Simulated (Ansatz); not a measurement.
Ansatz (a quantum-chemistry and plane-wave program) job for Cd(I)2 cation (CdI₂), SMILES [I][Cd][I] (connectivity only; charge and spin as stated), charge +1, multiplicity 2, B3LYP-D3(BJ)/def2-SVP. 

Ansatz 0.2 input:
```yaml
crystal:
  periodic: [false, false, false]
  atoms:
    - {symbol: Cd, position_ang: [0.00000000, 0.00000000, 0.03268606]}
    - {symbol: I, position_ang: [-0.00000000, -2.69209533, -0.01480123]}
    - {symbol: I, position_ang: [-0.00000000, 2.69209533, -0.01480123]}
basis:
  gaussian:
    orbitals: def2-SVP
hamiltonian:
  xc: b3lyp
  dispersion: d3bj
total_charge: 1
magnetization: {spin_polarized: true, initial_magnetization: 1}
relax: {f_tol: 0.002, max_steps: 200}
```

Program output:

```
WARN ansatz: RAYON_NUM_THREADS=1 ignored (pool sized by the plan → 1); use --threads N
Functional definition: B3LYP
integrals: 0.04 GiB planned
1086 factors; integrals over basis functions are off by at most 3.0e-4 eV
mean field: 0.69 GiB planned
mean field evaluation 1: about -20763.9986 eV, gradient 1.7e1 eV
mean field evaluation 2: about -20761.8927 eV, gradient 2.6e1 eV
mean field evaluation 4: about -20765.9901 eV, gradient 5.9e-1 eV
mean field evaluation 8: about -20766.0586 eV, gradient 5.0e-1 eV
mean field evaluation 16: about -20766.0612 eV, gradient 2.1e-5 eV
mean field evaluation 32: about -20766.0612 eV, gradient 2.3e-2 eV
mean field evaluation 64: about -20766.0038 eV, gradient 2.4e0 eV
mean field evaluation 96: about -20766.0426 eV, gradient 1.4e0 eV
mean field -20766.06127043 eV, -763.1386759466 hartree, gradient 6.3e-10 eV, S^2 0.753985; 12 other end points of the search recorded, 0 dependent functions left out
the calculation of the forces begins
reference -20766.06148974 eV, -763.1386840060 hartree; 35, 34 occupied and 48, 49 virtual orbitals, 1086 factors
relax step   1: F+E_penalty+E_count = -20766.27117657 eV  Δ(F+E_penalty+E_count) = +0.000e0 eV  max|allowed force component| = 3.568e-1 eV/Å  Δτ_max = 0.0000 Å  (540 SCF iters, accepted)
these checks for a lower state are left out or cut short: starts, cluster_reference, orbital_swaps, neighbouring_geometries, increment
integrals: 0.04 GiB planned
1086 factors; integrals over basis functions are off by at most 2.9e-4 eV
mean field: 0.69 GiB planned
mean field evaluation 128: about -20766.0750 eV, gradient 2.2e-1 eV
mean field -20766.07562787 eV, -763.1392035726 hartree, gradient 3.5e-11 eV, S^2 0.754025; 1 other end points of the search recorded, 0 dependent functions left out
the calculation of the forces begins
reference -20766.07584578 eV, -763.1392115805 hartree; 35, 34 occupied and 48, 49 virtual orbitals, 1086 factors
relax step   2: F+E_penalty+E_count = -20766.28868097 eV  Δ(F+E_penalty+E_count) = -1.750e-2 eV  max|allowed force component| = 3.907e-2 eV/Å  Δτ_max = 0.0519 Å  (161 SCF iters, accepted)
these checks for a lower state are left out or cut short: starts, cluster_reference, orbital_swaps, neighbouring_geometries, increment
integrals: 0.04 GiB planned
1086 factors; integrals over basis functions are off by at most 2.9e-4 eV
mean field: 0.69 GiB planned
mean field -20766.07626887 eV, -763.1392271290 hartree, gradient 2.6e-11 eV, S^2 0.754021; 1 other end points of the search recorded, 0 dependent functions left out
the calculation of the forces begins
reference -20766.07648691 eV, -763.1392351416 hartree; 35, 34 occupied and 48, 49 virtual orbitals, 1086 factors
relax step   3: F+E_penalty+E_count = -20766.28900759 eV  Δ(F+E_penalty+E_count) = -3.266e-4 eV  max|allowed force component| = 9.498e-3 eV/Å  Δτ_max = 0.0078 Å  (212 SCF iters, accepted)
these checks for a lower state are left out or cut short: starts, cluster_reference, orbital_swaps, neighbouring_geometries, increment
integrals: 0.04 GiB planned
1086 factors; integrals over basis functions are off by at most 2.9e-4 eV
mean field: 0.69 GiB planned
mean field evaluation 160: about -20766.0763 eV, gradient 1.8e-5 eV
mean field -20766.07633927 eV, -763.1392297161 hartree, gradient 3.0e-6 eV, S^2 0.754021; 0 other end points of the search recorded, 0 dependent functions left out
the calculation of the forces begins
reference -20766.07655729 eV, -763.1392377283 hartree; 35, 34 occupied and 48, 49 virtual orbitals, 1086 factors
relax step   4: F+E_penalty+E_count = -20766.28909574 eV  Δ(F+E_penalty+E_count) = -8.815e-5 eV  max|allowed force component| = 1.050e-3 eV/Å  Δτ_max = 0.0111 Å  (99 SCF iters, accepted)
integrals: 0.04 GiB planned
1086 factors; integrals over basis functions are off by at most 2.9e-4 eV
mean field: 0.69 GiB planned
mean field evaluation 192: about -20766.0763 eV, gradient 7.5e-7 eV
mean field evaluation 224: about -20766.0764 eV, gradient 2.0e-2 eV
mean field evaluation 256: about -20765.9535 eV, gradient 6.5e-1 eV
mean field -20766.07633927 eV, -763.1392297161 hartree, gradient 3.0e-6 eV, S^2 0.754021; 11 other end points of the search recorded, 0 dependent functions left out
the calculation of the forces begins
reference -20766.07655729 eV, -763.1392377283 hartree; 35, 34 occupied and 48, 49 virtual orbitals, 1086 factors
Total energy: -20766.28931377 eV, -763.1470563845 hartree
Atom 0 at     0.000000    -0.000000     0.002410 Å, force    -0.000000    -0.000000    -0.001050 eV/Å
Atom 1 at    -0.000000    -2.645301     0.000337 Å, force     0.000000    -0.000244     0.000525 eV/Å
Atom 2 at    -0.000000     2.645301     0.000337 Å, force     0.000000     0.000244     0.000525 eV/Å
Dipole moment:    -0.000000    -0.000000     0.000758 e Å
```

Self-consistency was reached.
